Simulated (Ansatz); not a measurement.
Relaxation of CH₅NO₂SSi (11 atoms, charge 0, multiplicity 1), to a largest force component of 0.015 eV/Å in at most 40 steps.

Theory: RKS B3LYP/cc-pVDZ in Ansatz.

```xyz
11
Properties=species:S:1:pos:R:3:forces:R:3
N -0.164 -1.464 -1.552 -1.75 1.32 -1.81
Si 0.428 -0.313 -0.490 1.16 -0.55 -0.82
O 1.503 -1.102 0.409 2.87 -0.20 3.44
O -0.790 -0.027 0.503 -4.72 -0.22 2.67
C -0.417 1.210 0.009 1.55 0.88 -0.43
S 0.321 2.252 1.203 1.00 1.35 0.97
H -1.039 -1.776 -1.137 -0.15 -0.19 -0.14
H 0.461 -2.197 -1.599 1.65 -2.44 -0.52
H 1.552 -0.808 1.395 -0.04 -0.52 -2.52
H -1.013 1.717 -0.703 -1.43 0.58 -0.82
H -0.776 2.451 1.982 -0.15 0.00 -0.03
```

**Question.** Where does it end, and by what steps?

**Answer.** It converged. After 13 steps the energy has fallen by 1.653 eV; H7 moved furthest, 0.77 Å.

```tsv
step	energy less start (eV)	largest force component (eV/Å)	accepted
0	0.0000	4.719	yes
1	-1.1195	2.315	yes
2	-1.5202	0.708	yes
3	-1.5684	0.637	yes
4	-1.6137	0.353	yes
5	-1.6351	0.392	yes
6	-1.6391	0.154	yes
7	-1.6390	0.485	no
8	-1.6443	0.538	yes
9	-1.6521	0.058	yes
10	-1.6527	0.037	yes
11	-1.6529	0.022	yes
12	-1.6530	0.025	yes
13	-1.6530	0.005	yes
```

```xyz
11
Properties=species:S:1:pos:R:3
N -0.087 -1.552 -1.524
Si 0.163 -0.569 -0.154
O 1.564 -1.114 0.561
O -1.143 -0.048 0.776
C -0.450 1.133 0.108
S 0.448 2.249 1.215
H -1.020 -1.683 -1.899
H 0.510 -2.360 -1.672
H 1.850 -0.568 1.309
H -1.146 1.664 -0.553
H -0.626 2.792 1.854
```

Whether the end is a true minimum wasn't checked by a vibrational analysis.

Time of the run: 64 s on 2 threads of Arm Neoverse V1, on a shared host, peak memory 0.29 GiB.
